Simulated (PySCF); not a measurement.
Isomers of C6H9ClO, mass 132.034 u with the commonest isotopes. The calculation used CAM-B3LYP/def2-SVPD in PySCF (dipole) on a GFN2-xTB geometry, gas phase. One conformer each, none proved a minimum here; rigid rotors.

Question: Order these by rotational constant B, smallest first.
A. `[CH2:1]=[C:2]([C:3](=[O:4])[Cl:5])[CH:6]([CH3:7])[CH3:8]` with C1–C2–C3–O4 160°, C1–C2–C6–C7 108°
B. `[CH3:1][CH2:2][C:3]1([C:4](=[O:5])[Cl:6])[CH2:7][CH2:8]1` with C1–C2–C3–C4 71°, C2–C3–C4–O5 5°
C. `[CH2:1]=[CH:2][CH2:3][C@@H:4]([CH3:5])[C:6](=[O:7])[Cl:8]` with C1–C2–C3–C4 121°, C2–C3–C4–C5 174°, C3–C4–C6–O7 -87°
D. `[CH3:1][CH2:2][C@@H:3]1[CH2:4][C@H:5]1[C:6](=[O:7])[Cl:8]` with C1–C2–C3–C4 151°, C4–C5–C6–O7 29°
E. `[Cl:1][C@@H:2]1[CH2:3][CH2:4][C@@H:5]1[C@H:6]1[CH2:7][O:8]1` with C4–C5–C6–C7 -35°, Cl1–C2–C3–C4 -129°, C2–C3–C4–C5 10°, C3–C4–C5–C6 108°, C5–C6–C7–O8 106°
F. `[CH3:1][CH2:2]/[CH:3]=[C:4](\[CH3:5])[C:6](=[O:7])[Cl:8]` with C1–C2–C3–C4 -131°, C3–C4–C6–O7 180°

Answer: D (981.4 MHz), F (1026 MHz), A (1065 MHz), B (1396 MHz), E (1531 MHz), C (1597 MHz).

Question: Order these by out-of-plane moment Σ m c² = (Ia + Ib − Ic)/2, smallest first.
A. `[CH3:1][CH2:2][C:3]1([C:4](=[O:5])[Cl:6])[CH2:7][CH2:8]1` with C1–C2–C3–C4 71°, C2–C3–C4–O5 5°
B. `[CH2:1]=[CH:2][CH2:3][C@@H:4]([CH3:5])[C:6](=[O:7])[Cl:8]` with C1–C2–C3–C4 121°, C2–C3–C4–C5 174°, C3–C4–C6–O7 -87°
C. `[Cl:1][C@@H:2]1[CH2:3][CH2:4][C@@H:5]1[C@H:6]1[CH2:7][O:8]1` with C4–C5–C6–C7 -35°, Cl1–C2–C3–C4 -129°, C2–C3–C4–C5 10°, C3–C4–C5–C6 108°, C5–C6–C7–O8 106°
D. `[CH3:1][CH2:2][C@@H:3]1[CH2:4][C@H:5]1[C:6](=[O:7])[Cl:8]` with C1–C2–C3–C4 151°, C4–C5–C6–O7 29°
E. `[CH2:1]=[C:2]([C:3](=[O:4])[Cl:5])[CH:6]([CH3:7])[CH3:8]` with C1–C2–C3–O4 160°, C1–C2–C6–C7 108°
F. `[CH3:1][CH2:2]/[CH:3]=[C:4](\[CH3:5])[C:6](=[O:7])[Cl:8]` with C1–C2–C3–C4 -131°, C3–C4–C6–O7 180°

Answer: F (13.65 u·Å²), A (39.95 u·Å²), E (40.85 u·Å²), C (43.52 u·Å²), D (48.61 u·Å²), B (57.43 u·Å²).

Question: Order these by rotational constant A, smallest first.
A. `[CH2:1]=[CH:2][CH2:3][C@@H:4]([CH3:5])[C:6](=[O:7])[Cl:8]` with C1–C2–C3–C4 121°, C2–C3–C4–C5 174°, C3–C4–C6–O7 -87°
B. `[CH3:1][CH2:2][C@@H:3]1[CH2:4][C@H:5]1[C:6](=[O:7])[Cl:8]` with C1–C2–C3–C4 151°, C4–C5–C6–O7 29°
C. `[CH2:1]=[C:2]([C:3](=[O:4])[Cl:5])[CH:6]([CH3:7])[CH3:8]` with C1–C2–C3–O4 160°, C1–C2–C6–C7 108°
D. `[Cl:1][C@@H:2]1[CH2:3][CH2:4][C@@H:5]1[C@H:6]1[CH2:7][O:8]1` with C4–C5–C6–C7 -35°, Cl1–C2–C3–C4 -129°, C2–C3–C4–C5 10°, C3–C4–C5–C6 108°, C5–C6–C7–O8 106°
E. `[CH3:1][CH2:2][C:3]1([C:4](=[O:5])[Cl:6])[CH2:7][CH2:8]1` with C1–C2–C3–C4 71°, C2–C3–C4–O5 5°

Answer: A (1791 MHz), D (2470 MHz), E (2539 MHz), B (2695 MHz), C (3094 MHz).

| SMILES | point group | Ia (u·Å²) | Ib (u·Å²) | Ic (u·Å²) | κ | μa (D) | μb (D) | μc (D) |
| --- | --- | --- | --- | --- | --- | --- | --- | --- |
| CC[C@@H]1C[C@H]1C(=O)Cl | C1 | 187.53 | 514.94 | 605.25 | -0.84 | 3.37 | 0.11 | 1.60 |
| C=CC[C@@H](C)C(=O)Cl | C1 | 282.24 | 316.41 | 483.79 | 0.48 | 0.68 | 2.34 | 1.74 |
| Cl[C@@H]1CC[C@@H]1[C@H]1CO1 | C1 | 204.64 | 330.17 | 447.77 | -0.40 | 0.85 | 1.43 | 0.21 |
| CC/C=C(\C)C(=O)Cl | C1 | 200.83 | 492.41 | 665.94 | -0.70 | 4.33 | 0.03 | 0.47 |
| C=C(C(=O)Cl)C(C)C | C1 | 163.37 | 474.44 | 556.10 | -0.86 | 2.51 | 2.10 | 0.50 |
| CCC1(C(=O)Cl)CC1 | C1 | 199.06 | 361.97 | 481.13 | -0.54 | 1.98 | 2.79 | 0.08 |
